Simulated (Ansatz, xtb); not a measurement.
## Relative energy of two isomers of C6H7NS

We compare I, `Cc1ncccc1S`, a singlet, with II, `Cc1ccncc1S`, a singlet. Both are isolated molecules in the gas phase, relaxed with PBE0-D3(BJ)/def2-SVP; the shapes shown needn't be the lowest conformers.

I (Å):

```xyz
15

C    -0.0172    1.2652    0.7361
C    -0.2442   -0.1007    0.1680
C     0.1875   -1.5781   -1.5443
C    -0.5660   -2.5907   -0.9570
C    -1.1981   -2.3183    0.2508
C    -1.0412   -1.0593    0.8333
N     0.3372   -0.3753   -0.9994
S    -1.7909   -0.7747    2.4117
H     0.7420    1.7791    0.1346
H    -0.9394    1.8718    0.7148
H     0.3116    1.2092    1.7860
H     0.6983   -1.7473   -2.4991
H    -0.6658   -3.5659   -1.4378
H    -1.8190   -3.0710    0.7431
H    -2.0928    0.5273    2.2277
```

II (Å):

```xyz
15

C    -0.5065   -0.9843   -1.8318
C    -0.3850   -0.6407   -0.3818
C     0.4891    0.3447    0.0795
C     0.5655    0.6278    1.4409
C    -1.0033   -0.9437    1.9338
C    -1.1572   -1.3056    0.5884
N    -0.1676   -0.0050    2.3522
S    -2.2797   -2.5609    0.0629
H     0.1655   -0.3725   -2.4482
H    -1.5395   -0.8309   -2.1860
H    -0.2663   -2.0466   -2.0048
H     1.1129    0.8926   -0.6313
H     1.2501    1.4004    1.8080
H    -1.5979   -1.4524    2.7036
H    -2.7399   -2.8593    1.2960
```

**Question.** Which of the two would you expect CCSD(T)/def2-SVP + ΔMP2/def2-TZVPP electronic energies to favour?

**Answer.** CCSD(T)/def2-SVP + ΔMP2/def2-TZVPP gives E(II) − E(I) = +0.32 kJ/mol, slightly favouring structure I, which is too small a margin to settle the true order.

Level by level:

| level | geometry | E(II) − E(I) (kJ/mol) | departure from the last row (kJ/mol) | job, with rough time for the two |
| --- | --- | --- | --- | --- |
| GFN2-xTB | GFN2-xTB | −4.02 | −4.34 | optimisation, 0.66 s |
| HF/STO-3G | GFN2-xTB | −5.77 | −6.09 | single point, 0.9 s |
| r2SCAN-D4/def2-SVP | GFN2-xTB | −0.85 | −1.17 | single point, 11 s |
| PBE0-D3(BJ)/def2-SVP | PBE0-D3(BJ)/def2-SVP | −0.25 | −0.57 | optimisation, 2.4 min |
| HF/def2-SVP | PBE0-D3(BJ)/def2-SVP | +2.57 | +2.25 | part of the CCSD(T) run |
| MP2/def2-SVP | PBE0-D3(BJ)/def2-SVP | +0.84 | +0.52 | part of the CCSD(T) run |
| CCSD(T)/def2-SVP | PBE0-D3(BJ)/def2-SVP | +1.52 | +1.19 | single point |
| CCSD(T)/def2-SVP + ΔMP2/def2-TZVPP | PBE0-D3(BJ)/def2-SVP | +0.32 |  | single point, 4.4 min |

As drawn, both hold the same kinds of bond in the same numbers.

The largest departure from CCSD(T)/def2-SVP + ΔMP2/def2-TZVPP is that of HF/STO-3G, 6.09 kJ/mol. The last row adds to CCSD(T) the change of the MP2 difference between the two basis sets, here −1.19 kJ/mol.

With thermal terms from frequencies at re-optimised GFN2-xTB minima (ideal gas, soft modes damped towards free rotors, one conformer each, 298.15 K, 1 atm): the zero-point term adds +0.49 kJ/mol; ΔH is +0.61 and ΔG +1.28 kJ/mol.

The correlated steps freeze 12 core orbitals. Programs: Ansatz 0.2.0, xtb 6.7.1; the last row on 2 threads of Arm Neoverse V1 on a shared host.
